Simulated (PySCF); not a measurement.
[Ru(NH3)6]3+: Ru(III) (d5), charge +3. The structure is a model geometry with rigid ligands and bond lengths from ionic radii and axial bond length changed to 0.90 of its base value, not a minimum; coordination octahedral, point group Ci, metal–donor distances 1.90–2.11 Å.

The d shell alone is too small an active space for [Ru(NH3)6]3+ (an active orbital has only 0.53 squared overlap with the free ion's shell): its levels, fitted parameters, g values and moments show what this model gives and aren't sound predictions.

```
25

Ru    0.0000    0.0000    0.0000
N     0.0000    0.0000    1.8990
H     0.9424    0.0000    2.2893
H    -0.4712    0.8161    2.2893
H    -0.4712   -0.8161    2.2893
N     0.0000    0.0000   -1.8990
H    -0.9424    0.0000   -2.2893
H     0.4712    0.8161   -2.2893
H     0.4712   -0.8161   -2.2893
N     2.1100    0.0000    0.0000
H     2.5003    0.9424    0.0000
H     2.5003   -0.4712    0.8161
H     2.5003   -0.4712   -0.8161
N    -2.1100    0.0000    0.0000
H    -2.5003   -0.9424    0.0000
H    -2.5003    0.4712    0.8161
H    -2.5003    0.4712   -0.8161
N     0.0000    2.1100    0.0000
H     0.0000    2.5003    0.9424
H     0.8161    2.5003   -0.4712
H    -0.8161    2.5003   -0.4712
N     0.0000   -2.1100    0.0000
H     0.0000   -2.5003   -0.9424
H     0.8161   -2.5003    0.4712
H    -0.8161   -2.5003    0.4712
```

Method (PySCF 2.14, density fitting): CASSCF(5,5) with orbitals averaged over all microstates of the shell, strongly contracted NEVPT2 on the averaged canonical orbitals; basis x2c-TZVPall on the metal, x2c-SVPall elsewhere; spin-free X2C; gas phase; spin-orbit coupling by state interaction with the mean-field operator over all roots.

Task: What is the ground state?

Result: 2Ag (from 2T2g) (S = 1/2, orbital degeneracy 1), with 5.0 electrons in the lower (t2g-type) set and 0.0 in the upper (eg-type) set, by NEVPT2; the next part of the same split term lies only 110 cm⁻¹ higher, which doesn't decide their order.

Task: List the excited states of the same spin.

Result: By NEVPT2, the lowest six: 2Ag (from 2T2g) at 110 cm⁻¹; 2Ag (from 2T2g) at 1182 cm⁻¹; 2Ag (from 2T1g) at 35368 cm⁻¹ (283 nm); 2Ag (from 2T1g) at 35495 cm⁻¹ (282 nm); 2Ag at 37782 cm⁻¹ (265 nm); 2Ag at 38914 cm⁻¹ (257 nm). All are electric-dipole forbidden at this geometry.

Task: Which is the lowest state of another spin?

Result: 4Ag (from 4T1g) at 26355 cm⁻¹ by NEVPT2; CASSCF alone puts it at 19059 cm⁻¹ above the same ground state.

Task: What ligand-field parameters describe the result?

Result: At CASSCF level (the NEVPT2 levels don't fit a ligand-field model well): orbital energies 0, 865, 962, 34079, 47356 cm⁻¹; 10Dq = 40108 cm⁻¹ (difference of the means of the two sets); B = 698 cm⁻¹; C = 2961 cm⁻¹; B over its free-ion value at the same level 0.766; the fit misses the states by 772 cm⁻¹ rms, so splittings below that are unsure; ζ = 1012 cm⁻¹ (free ion 1163).

Task: What magnetic behaviour follows?

Result: Degenerate or low-lying orbital states mix with the ground state, so no spin-only Hamiltonian applies. The lowest spin-orbit level is 2-fold, effective g = 1.12, 1.44, 3.35; the next lies at 1512.8 cm⁻¹. μeff is 2.22 μB at 300 K and 1.92 μB at 10 K; the spin-only value is 1.73 μB.

2Ag (from 2T2g) (110 cm⁻¹) lies within 300 cm⁻¹ of 2Ag (from 2T2g) at NEVPT2 level, inside the method's error: they are parts of one split term, whose order is undecided, and g values and low-temperature moments can hang on it. NEVPT2 lifts 2Ag (from 2T1g) from 29177 to 35368 cm⁻¹; on the d shell alone it tends to overshoot states that fill the eg-type orbitals. NEVPT2 on the d shell alone tends to put d–d bands too high for such charged or covalently bound ions. Gaps between spin states lean to high spin in this active space.

The job took 27 s on one thread of Intel Xeon 6975P-C (shared host), with 237 basis functions and a peak of 0.66 GiB, launched as `OMP_NUM_THREADS=1 python lf_run.py task.json out`.
